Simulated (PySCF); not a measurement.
Calculation: B3LYP-D3(BJ)/def2-TZVP // PBE0-D3(BJ)/def2-SVP run with PySCF 2.14.0. All species are isolated molecules in the gas phase. One relaxed conformer stands for a flexible species; it need not be the lowest. B3LYP has the VWN-RPA correlation part, as in Gaussian. Delta-SCF ions had no search for a lower state. 

Reference species (SMILES): `C[O][Ge]([O]C)([O]C)[O]C` (neutral, multiplicity 1).

```yaml
vertical ionisation energy (Delta-SCF): 9.65 eV
LUMO: -0.06 eV
S1 oscillator strength: 0.014
HOMO–LUMO gap: 7.75 eV
```

Changed species: `C[O][Ge]([I])([O]C)[O]C` (1 of 4 OCH3 replaced by I; the reference has 0 of 4 OCH3 replaced by I).

Question: Give the shifts of the vertical ionisation energy (Delta-SCF), LUMO, S1 oscillator strength and HOMO–LUMO gap.

Answer: the vertical ionisation energy (Delta-SCF) stays essentially unchanged; the LUMO falls by 1.27 eV, to -1.33 eV; the S1 oscillator strength stays essentially unchanged; the HOMO–LUMO gap falls by 1.47 eV, to 6.28 eV.
